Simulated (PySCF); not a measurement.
Precursor series Nb Cl-F. Gas-phase values, no solvent.

The numbers are results of PBE-D3(BJ)/def2-TZVP // PBE-D3(BJ)/def2-SVP in PySCF, not measurements. All candidates: neutral, multiplicity 1. 

```yaml
HOMO–LUMO gap: 5.88 eV
HOMO: -10.21 eV
LUMO: -4.33 eV
```

### Question
Identify which member has these values.
A) [Nb(Cl)5]
B) [Nb(Cl)4(F)]
C) [Nb(F)5]
D) [Nb(Cl)3(F)2]

### Answer
C, [Nb(F)5]. The others give [Nb(Cl)3(F)2]: 4.10 eV, -8.61 eV, -4.51 eV; [Nb(Cl)5]: 2.83 eV, -7.85 eV, -5.02 eV; [Nb(Cl)4(F)]: 3.23 eV, -8.03 eV, -4.79 eV
